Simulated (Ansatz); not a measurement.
In13As13H30⁻, a nanocrystal cut from zinc blende InAs (hydrogen-capped). Total charge -1; doublet. Geometry r2SCAN-D4/def2-SVP, that of the neutral singlet.

Cartesian coordinates in Å:
```
In -0.958 2.699 -1.824
In -3.192 2.709 2.138
In -5.326 1.475 -1.515
In -1.977 -1.494 -2.321
In -4.182 -1.364 1.654
In 1.364 4.114 1.821
In 3.340 4.144 -2.123
In 2.164 -0.218 -2.608
In 4.395 1.281 1.060
In 0.135 -0.172 1.184
In -0.746 -4.571 0.793
In 3.274 -3.331 0.515
In 1.210 -4.632 -3.153
As -3.256 2.903 -0.478
As 0.979 4.208 -0.773
As -1.112 4.257 2.877
As -0.157 0.201 -1.374
As -2.193 0.249 2.403
As -4.187 -0.925 -0.933
As -0.993 -3.907 -1.733
As -3.071 -3.806 1.924
As 1.957 1.529 2.115
As 3.829 1.545 -1.489
As 2.787 -2.742 -1.995
As 4.889 -1.351 1.374
As 0.936 -2.672 1.619
H -1.187 3.063 -3.499
H -4.582 3.027 3.108
H -5.276 1.666 -3.228
H -6.663 1.672 -0.437
H -2.256 -1.335 -4.021
H -5.615 -1.224 2.604
H 2.446 5.193 2.620
H 2.969 4.201 -3.806
H 4.461 5.103 -1.222
H 2.085 0.003 -4.321
H 5.609 2.238 1.826
H -0.314 -6.170 1.275
H 3.878 -4.877 0.985
H 0.950 -4.153 -4.789
H 1.724 -6.162 -2.535
H -3.660 4.353 -0.667
H 0.474 5.627 -0.956
H -1.565 5.696 2.753
H -1.003 4.246 4.388
H -1.977 0.019 3.885
H -5.192 -1.954 -1.415
H -2.076 -4.864 -2.195
H -4.119 -4.819 1.512
H -3.049 -4.176 3.392
H 2.096 1.276 3.603
H 5.168 1.239 -2.133
H 4.151 -2.945 -2.626
H 6.264 -1.617 0.801
H 5.257 -1.610 2.820
H 1.093 -2.845 3.116
```

In the def2 sets In takes a core potential; there is no spin–orbit coupling. B3LYP takes the VWN-RPA correlation. Single mean-field runs in def2-SVP are fitted with def2-universal-jkfit.

Question: Estimate the α-spin orbital energies around the gap (eV) in Ansatz with PBE-D4/def2-SVP, B3LYP-D4/def2-SVP, PBE0-D4/def2-SVP.

Answer: 
```json
{"orbital": "HOMO−5", "PBE-D4/def2-SVP": "-3.60", "B3LYP-D4/def2-SVP": "-4.28", "PBE0-D4/def2-SVP": "-4.51"}
{"orbital": "HOMO−4", "PBE-D4/def2-SVP": "-3.60", "B3LYP-D4/def2-SVP": "-4.28", "PBE0-D4/def2-SVP": "-4.51"}
{"orbital": "HOMO−3", "PBE-D4/def2-SVP": "-3.48", "B3LYP-D4/def2-SVP": "-4.16", "PBE0-D4/def2-SVP": "-4.40"}
{"orbital": "HOMO−2", "PBE-D4/def2-SVP": "-3.37", "B3LYP-D4/def2-SVP": "-4.06", "PBE0-D4/def2-SVP": "-4.27"}
{"orbital": "HOMO−1", "PBE-D4/def2-SVP": "-3.36", "B3LYP-D4/def2-SVP": "-4.06", "PBE0-D4/def2-SVP": "-4.27"}
{"orbital": "HOMO", "PBE-D4/def2-SVP": "-0.17", "B3LYP-D4/def2-SVP": "-0.36", "PBE0-D4/def2-SVP": "-0.35"}
{"orbital": "LUMO", "PBE-D4/def2-SVP": "0.05", "B3LYP-D4/def2-SVP": "0.53", "PBE0-D4/def2-SVP": "0.74"}
{"orbital": "LUMO+1", "PBE-D4/def2-SVP": "0.07", "B3LYP-D4/def2-SVP": "0.58", "PBE0-D4/def2-SVP": "0.79"}
{"orbital": "LUMO+2", "PBE-D4/def2-SVP": "0.15", "B3LYP-D4/def2-SVP": "0.64", "PBE0-D4/def2-SVP": "0.83"}
{"orbital": "LUMO+3", "PBE-D4/def2-SVP": "0.15", "B3LYP-D4/def2-SVP": "0.65", "PBE0-D4/def2-SVP": "0.83"}
{"orbital": "LUMO+4", "PBE-D4/def2-SVP": "0.48", "B3LYP-D4/def2-SVP": "1.00", "PBE0-D4/def2-SVP": "1.18"}
{"orbital": "LUMO+5", "PBE-D4/def2-SVP": "0.48", "B3LYP-D4/def2-SVP": "1.01", "PBE0-D4/def2-SVP": "1.20"}
{"orbital": "β HOMO", "PBE-D4/def2-SVP": "-3.34", "B3LYP-D4/def2-SVP": "-4.02", "PBE0-D4/def2-SVP": "-4.22"}
{"orbital": "β LUMO", "PBE-D4/def2-SVP": "-0.06", "B3LYP-D4/def2-SVP": "0.45", "PBE0-D4/def2-SVP": "0.73"}
```
